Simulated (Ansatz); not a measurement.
Geometry optimisation, Ansatz, RKS B3LYP-D4/def2-SVP.

Input file:

```yaml
crystal:
  periodic: [false, false, false]
  atoms:
    - { symbol: Zn, position_ang: [-0.173814, -1.614967, -0.389996] }
    - { symbol: Si, position_ang: [0.811455, 0.132882, 0.807588] }
    - { symbol: Cl, position_ang: [-1.061324, -3.222231, -1.466067] }
    - { symbol: H, position_ang: [-0.727826, 1.649373, -0.850777] }
    - { symbol: Cl, position_ang: [-1.919311, 1.322324, -1.301675] }
    - { symbol: H, position_ang: [2.170946, -0.161527, 1.350887] }
    - { symbol: H, position_ang: [0.959957, 1.329065, -0.091364] }
    - { symbol: H, position_ang: [-0.060282, 0.565081, 1.941204] }
basis:
  gaussian: { orbitals: def2-SVP }
hamiltonian:
  xc: b3lyp
  dispersion: d4
relax:
  f_tol: 0.03
  max_steps: 50
```

Run as:

```bash
$ ansatz run input.yaml --threads 2 --pin off --max-ram 3072MiB --backend cpu --events-out ev --progress --plain --runs-dir out
```

Problem. Where does it end, and by what steps?

Solution. The forces met the threshold. The force dipped under the threshold on the way, but the program's further checks kept it going. After 12 steps the energy has fallen by 0.088 eV; Cl5 moved furthest, 0.62 Å.

```json
{"step": "0", "energy less start (eV)": "0.0000", "largest force component (eV/Å)": "0.532", "accepted": "yes"}
{"step": "1", "energy less start (eV)": "0.0151", "largest force component (eV/Å)": "1.359", "accepted": "no"}
{"step": "2", "energy less start (eV)": "-0.0240", "largest force component (eV/Å)": "0.501", "accepted": "yes"}
{"step": "3", "energy less start (eV)": "-0.0423", "largest force component (eV/Å)": "0.480", "accepted": "yes"}
{"step": "4", "energy less start (eV)": "-0.0530", "largest force component (eV/Å)": "0.597", "accepted": "yes"}
{"step": "5", "energy less start (eV)": "-0.0721", "largest force component (eV/Å)": "0.136", "accepted": "yes"}
{"step": "6", "energy less start (eV)": "-0.0749", "largest force component (eV/Å)": "0.034", "accepted": "yes"}
{"step": "7", "energy less start (eV)": "-0.0810", "largest force component (eV/Å)": "0.047", "accepted": "yes"}
{"step": "8", "energy less start (eV)": "-0.0800", "largest force component (eV/Å)": "0.444", "accepted": "no"}
{"step": "9", "energy less start (eV)": "-0.0853", "largest force component (eV/Å)": "0.012", "accepted": "yes"}
{"step": "10", "energy less start (eV)": "-0.0865", "largest force component (eV/Å)": "0.157", "accepted": "yes"}
{"step": "11", "energy less start (eV)": "-0.0871", "largest force component (eV/Å)": "0.066", "accepted": "yes"}
{"step": "12", "energy less start (eV)": "-0.0876", "largest force component (eV/Å)": "0.007", "accepted": "yes"}
```

```xyz
8
Properties=species:S:1:pos:R:3
Zn -0.258 -1.375 -0.401
Si 0.940 0.154 0.936
Cl -1.218 -2.947 -1.488
H -1.173 1.768 -1.164
Cl -1.884 0.777 -1.595
H 2.274 -0.334 1.397
H 1.170 1.422 0.167
H 0.149 0.535 2.148
```

Whether the end is a true minimum wasn't checked by a vibrational analysis.

Time of the run: 37 s on 2 threads of Arm Neoverse V2 (shared host), peak memory 0.25 GiB.
